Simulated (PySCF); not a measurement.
Species: C4H15NOSi3.
Geometry (GFN2-xTB, Å), atoms numbered from 1 in this order:
```
atom  x, y, z in Å
Si1    4.7800    0.3198    0.1279
O2     3.3765    0.4867   -0.6479
Si3    1.8004    0.7230   -0.9710
Si4    0.6796   -1.0089    0.0249
N5    -0.9838   -0.6075    0.0469
C6    -1.7099    0.2705   -0.8345
C7    -2.8502    0.7786    0.0508
C8    -3.1898   -0.4423    0.9192
C9    -1.9728   -1.3748    0.7625
H10    5.2774   -1.0047   -0.2364
H11    5.6504    1.3936   -0.3475
H12    4.5325    0.4309    1.5655
H13    1.7778    0.7758   -2.4408
H14    1.5138    2.0911   -0.5089
H15    0.9305   -2.3215   -0.6289
H16    1.0055   -1.2689    1.4428
H17   -2.1218   -0.2836   -1.6923
H18   -1.0686    1.0670   -1.2113
H19   -3.7014    1.1330   -0.5271
H20   -2.4864    1.5955    0.6737
H21   -3.3385   -0.1578    1.9592
H22   -4.0969   -0.9339    0.5695
H23   -1.5629   -1.7024    1.7176
H24   -2.2531   -2.2725    0.1934
```

NICS = −σ at a ghost point: NICS(0) at the centroid of the ring atoms, NICS(1) 1 Å to either side along the normal of their mean plane, zz for the tensor component along that normal. Level: GIAO PBE0/pcSseg-1 (PySCF, non-relativistic, gas phase) on the GFN2-xTB geometry, one conformer.

Ring bond lengths (Å), with Mayer bond orders in brackets: N5–C6 1.441 (0.95), C6–C7 1.530 (1.03), C7–C8 1.536 (1.04), C8–C9 1.541 (1.02), C9–N5 1.442 (0.94).

Problem. What do the NICS probes read (ppm)?

Solution. 
```tsv
ring	type	NICS(0)	NICS(1), two faces	NICS(1)zz, two faces	rms pucker (Å)	centre to ring atoms, mean (Å)
N5–C6–C7–C8–C9	5-membered ring with N; formal bonds all single	-7.8	-3.9 / -4.7	-6.3 / -6.0	0.17	1.25
```

Problem. What can be read from them?

Solution. 
- N5–C6–C7–C8–C9: mean NICS(1)zz -6.1 ppm, shielded. C6, C7, C8, C9 have four or more neighbours, and the NICS criterion for π rings isn't applied.

Problem. At the first NICS(1) probe listed for ring N5–C6–C7–C8–C9, 1 Å off the ring, how large is the induced field along the normal in 1 T applied along it?

Solution. NICSzz × B0 = -6.3 ppm × 1 T = -6 μT, against the applied field.

Problem. Give the inner angles of the rings and the Hirshfeld charges of the ring atoms.

Solution. 
- N5–C6–C7–C8–C9: N5 106.4° (-0.179 e), C6 102.9° (-0.024 e), C7 103.2° (-0.072 e), C8 104.4° (-0.069 e), C9 105.7° (-0.024 e); sum 522.6° against 540° for a flat convex ring.

Problem. How shielded are the nuclei of the rings and their hydrogens (means over atoms taken as equivalent)?

Solution. 
| atoms | environment | σ isotropic (ppm) | principal values of the symmetric part, first atom (ppm) |
| --- | --- | --- | --- |
| N5 | silicon-bound nitrogen | 231.4 | 179.5, 251.3, 263.3 |
| C6 (×2) | sp3 carbon bound to nitrogen | 133.4 | 102.2, 129.4, 165.3 |
| C7 (×2) | ring CH2 carbon | 158.1 | 130.8, 161.2, 176.0 |
| H17 (×4) | methylene hydrogen | 28.99 | 23.4, 27.9, 36.1 |
| H19 (×4) | methylene hydrogen | 30.05 | 25.3, 27.4, 37.6 |

The run took 2.5 min of wall time on one thread, Intel Xeon at 2.50 GHz (x86_64) (shared host), and the process peaked at 1.1 GiB of memory. This is the whole shielding run at PBE0/pcSseg-1, SCF included.
